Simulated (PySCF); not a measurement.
Dipole moment and polarisability of ZnF2

ZnF2 (singlet state).
Cartesian coordinates in Å at the PBE0-D3(BJ)/def2-SVP level; atoms count from 1:
```
atom  x, y, z in Å
Zn1   -0.003   -0.002    0.000
F2    -0.003   -0.004    1.729
F3     0.005    0.005   -1.729
```

Level: B3LYP/def2-SVPD (PySCF), static field, nuclei fixed, core orbitals frozen in the response. The polarisability tensor in these axes (au):

```
x   17.12  0.00 -0.02
y    0.00 17.11 -0.03
z   -0.02 -0.03 26.48
```

Task: Give the principal values, the mean and the anisotropy Δα = √{½[(α1 − α2)² + (α2 − α3)² + (α1 − α3)²]}.

Result: Principal values 17.11, 17.12 and 26.48 au; mean 20.24 au = 3.00 Å³ = 3.34 × 10⁻⁴⁰ C²·m²/J; Δα = 9.36 au (46 % of the mean).

Task: What is the dipole moment?

Result: 0.02 D; point group D∞h allows none, and the residue is numerical.

Task: Find the Langevin capture rate constant for NH4+ (18.034 u) meeting this molecule (101.926 u), k = 2.342 × 10⁻⁹ cm³/s × √(α in Å³ / reduced mass in u).

Result: The reduced mass is 15.32 u, so k = 1.04 × 10⁻⁹ cm³/s.

Task: Molar refractivity from α?

Result: Lorentz–Lorenz: R = (4π/3)N_A α = 2.5225 cm³/(mol·Å³) × 3.00 Å³ = 7.6 cm³/mol, in the limit of long wavelengths.

Task: What are the principal values of the traceless quadrupole moment, Θ = ½Σq(3rr − r²1), about the centre of nuclear charge?

Result: -14.04, 7.02, 7.02 D·Å. The electronic extent ⟨r²⟩ about the same centre is 250 bohr², a root-mean-square distance of 1.21 Å for the 48 electrons.

Task: What would n − 1 = 2πNα be for an ideal gas of these molecules at 500 K and 1 atm, electronic part alone?

Result: N = p/kT = 1.4678 × 10¹⁹ cm⁻³, so n − 1 = 2π × N × 3.00 × 10⁻²⁴ cm³ = 277 × 10⁻⁶ at long wavelengths.

Isolated species at its PBE0-D3(BJ)/def2-SVP geometry, gas phase.
